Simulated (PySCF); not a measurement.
AlF4, SMILES [F][Al-]([F])([F])[F], charge -1.

The structure is a stationary point at PBE0-D3(BJ)/def2-SVPD. The isomer is the one that the SMILES or the coordinates give; other isomers of the formula were not compared.

All values below come from PySCF with PBE/def2-SVPD.

The molecule is in vacuum.

Q: Estimate the frontier levels, gap, dipole moment and polarisability. (Estimate from the structure and the level; the computed values follow.)

A: 
```json
{
  "highest_occupied_level": "-3.53 eV",
  "lowest_empty_level": "3.38 eV",
  "orbital_gap": "6.92 eV",
  "dipole_moment_about_the_centre_of_nuclear_charge": "0.00 D",
  "mean_static_polarisability": "31.4 bohr³ (4.65 Å³)",
  "polarisability_principal_values": "31.4, 31.4, 31.4 bohr³"
}
```
